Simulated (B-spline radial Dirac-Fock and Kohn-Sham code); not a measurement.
## L3 emission of Ag

System: the Ag atom, configuration [Kr] 4d10 5s1.

The computed values come from a radial atomic solver: a relativistic independent-particle model: LDA orbitals of the hole state, radiative multipoles to third order, Auger rates from the Coulomb interaction with a continuum orbital, Dirac-Fock energies.

```
        line  multipole  energy (eV)  rate (s⁻¹)  share (%)  tabulated share (%)
  Lℓ (L3-M1)         E1       2631.7    5.73e+12       3.07                 3.29
 Lα2 (L3-M4)         E1       2979.2    1.66e+13       8.90                 8.91
 Lα1 (L3-M5)         E1       2985.2    1.48e+14       79.0                 79.1
 Lβ6 (L3-N1)         E1            –    1.13e+12      0.606                0.624
Lβ15 (L3-N4)         E1       3348.5    1.59e+12      0.853                0.820
 Lβ2 (L3-N5)         E1       3349.0    1.41e+13       7.52                 7.22
 Lβ7 (L3-O1)         E1       3353.5    5.26e+10     0.0282                    –
```

The listed lines hold 100.0 % of the radiative rate. A dash stands for an energy that rests on an unreliable hole state. The radiative width is 0.123 eV in the length form and 0.125 eV in the velocity form; the two differ because the transition energies are not eigenvalue differences of the potential that gave the orbitals. Tabulated shares: Scofield radiative rates as tabulated in xraylib 4.2.
